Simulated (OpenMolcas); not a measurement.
## Mo5+: moving or changing the point charges

Mo5+ among 3 point charges of -2.5 e arranged as a planar triangle (D3h), 2.02 Å from the ion.
```
   2.0200    0.0000    0.0000  -2.50
  -1.0100    1.7494    0.0000  -2.50
  -1.0100   -1.7494    0.0000  -2.50
```

| Property | Result |
| --- | --- |
| Program | OpenMolcas |
| Method | CASSCF |
| Basis | ANO-RCC-VDZP [6s5p3d1f] |
| Scalar Hamiltonian | DKH2, point nucleus |
| Active space | 1 electron in 5 orbitals (4d) |
| State averaging | 2S+1 = 2 even, 5 roots |
| Spin-orbit coupling | state interaction with AMFI integrals over the reference wave functions |

Runs around this geometry, states (labels of D3, the rotations of D3h). Energies in cm-1 above the lowest state or level, χT in cm3 K/mol.

```
R (Å)  q (e)  Ground state  First state of that spin  First gap with spin-orbit (degeneracies)  χT at 300 K
 2.02  -1.25           2A1                   2E 1021                               2364 (2, 2)        0.173
 1.93   -2.5           2A1                   2E 3615                               3912 (2, 2)        0.170
 2.02   -2.5           2A1                   2E 3164                               3579 (2, 2)        0.160
 2.13   -2.5           2A1                   2E 2730                               3286 (2, 2)        0.153
```

Taking the first state of the same spin as R^-n, n = -ln(2730 / 3615) / ln(2.13 / 1.93) = 2.8 between the shortest and longest distance.

Scaling the charges by -1.25 / -2.5 = 0.50 scales the first state of the same spin by 1021 / 3164 = 0.32; with fixed orbitals a first-order splitting would follow the charge.

Spin-orbit coupling mixes the spin-free states strongly: the lowest level takes only 60 % from its leading state, 2A1 (holds for R = 2.02, q = -1.25). Point charges carry no covalency, so the field is a model and not that of real ligands. No measured value stands beside these numbers.
